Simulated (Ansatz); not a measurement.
Mulliken charges of C2H6OSi, SMILES `C1OC[SiH2]1` from B3LYP/def2-TZVPP in Ansatz (PBE0-D4/def2-TZVP geometry).

```tsv
atom	x (Å)	y (Å)	z (Å)	charge (e)
C1	-0.888	0.568	-0.621	-0.110
O2	-0.854	-0.873	-0.575	-0.312
C3	0.375	-1.176	0.116	-0.110
Si4	0.589	0.652	0.559	0.305
H5	-0.714	0.935	-1.640	0.089
H6	-1.858	0.940	-0.279	0.095
H7	1.120	-1.597	-0.569	0.089
H8	0.196	-1.895	0.920	0.095
H9	0.293	1.032	1.966	-0.069
H10	1.824	1.363	0.126	-0.074
```

Q: By hand: the dipole of these point charges (1 e Å = 4.8032 D).

A: Σ q r = (0.226, 0.216, 0.125) e Å, of length 0.337 e Å = 1.62 D.

Q: How does the dipole of the full density compare? (Best estimate.)

A: Computed: (0.208, 0.198, 0.112) e Å, 1.48 D; the point charges give 1.09 times that, at 0° from its direction.

Point charges leave out the atoms' own dipoles, such as those of lone pairs, and Mulliken's split depends on the basis, so the close match here is no proof of good charges.

B3LYP here is the variant with VWN-RPA as its local correlation; programs differ in this.
